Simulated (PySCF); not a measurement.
**Potential energy of NaGe⁺ along the bond**

Set-up: Na pcseg-1, Ge pcseg-1; no relativity (PySCF 2.14). Energies in eV from Na⁺ + Ge in their ground configurations at the same level. State: ³Π (triplet), unpaired electrons σ ↑, π ↑.

All columns are HSE06. A positive dipole points towards Ge; it is taken about the centre of mass and depends on that origin.

```tsv
R (Å)	E (eV)	μ (D)	Mulliken charge on Na (basis-dependent)	HOMO (eV)	LUMO (eV)	Mayer bond order	⟨S²⟩
2.814	-0.393	-7.54	0.88	-9.95	-8.68	0.23	2.00
2.945	-0.464	-7.95	0.86	-9.81	-8.54	0.25	2.00
3.076	-0.502	-8.38	0.85	-9.68	-8.41	0.27	2.00
3.174	-0.516	-8.70	0.85	-9.59	-8.32	0.27	2.00
3.272	-0.520	-9.04	0.84	-9.50	-8.22	0.27	2.00
3.370	-0.517	-9.38	0.84	-9.41	-8.13	0.27	2.00
3.501	-0.503	-9.84	0.84	-9.30	-8.02	0.27	2.00
3.665	-0.477	-10.44	0.85	-9.16	-7.88	0.26	2.00
3.861	-0.436	-11.19	0.86	-9.00	-7.72	0.25	2.00
4.123	-0.377	-12.23	0.87	-8.79	-7.51	0.23	2.00
```

A fit through these points gives, at Re = 3.270 Å, μ = -9.03 D and dμ/dR = -3.44 D/Å; the reduced mass is 17.54 u.

Q: How strong is the fundamental in the double-harmonic approximation, I = 42.26·(dμ/dR)²/μred km/mol?

A: I = 42.26·(-3.44)²/17.54 = 28.5 km/mol at HSE06.

Spin–orbit coupling is left out. For an ion De counts to the pair picked by the measured ionisation energies or electron affinities, which need not be the lowest pair at this level. The state is the lowest determinant that a PBE0 search found; another state may lie lower at other levels.
